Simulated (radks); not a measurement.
Spherical jellium clusters: N electrons in a uniform positive sphere of charge N and radius rs N^(1/3), rs = 3.54 bohr. Method: non-relativistic Kohn-Sham, PBEsol, spin-polarised, spherical densities; computed with a radial shooting solver with Libxc functionals. Levels are named by radial order and angular momentum (1s, 1p, 1d, 2s, ...), and open shells are averaged over m.

N = 19, configuration 1s2 1p6 1d10 2s(up 1, down 0). This is the lowest configuration that the search found. Occupied levels:

level,occupation,eigenvalue (eV),<r> (bohr)
1s up,1,-5.8595,5.637
1s down,1,-5.6639,6.052
1p up,3,-4.7558,6.984
1p down,3,-4.7036,7.021
1d up,5,-3.4799,7.876
1d down,5,-3.4401,7.835
2s up,1,-3.1464,6.603

Energy (eV): total -34.7440, kinetic 40.365, external -1226.6, Hartree 603.93, exchange-correlation -76.406, background 623.96.
